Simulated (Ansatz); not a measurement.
Z-matrix (Å, degrees):
```
P
Sb 1 2.542
O 1 1.646 2 105.0
H 1 1.432 2 90.3 3 -101.6
H 2 1.715 1 92.3 3 32.7
H 2 1.708 1 91.1 3 -58.7
H 3 0.962 1 114.4 2 -40.3
```

The species carries charge 0 and has multiplicity 1. Sb takes the def2 core potential.

Question: List the PBE/def2-TZVPP orbital energies in eV (Ansatz 0.2.0). (Best estimate.)

Answer: Ansatz gave: Occupied: -2077.09, -510.92, -172.25, -149.60, -123.78, -123.69, -123.59, -102.50, -102.48, -102.38, -32.86, -32.85, -32.77, -32.75, -32.70, -25.81, -15.97, -14.22, -12.31, -9.60, -9.25, -8.46, -7.33, -6.70, -5.82. Lowest empty: -1.56, -1.26, -0.96, -0.52, 0.63, 1.41, 2.44, 2.50.
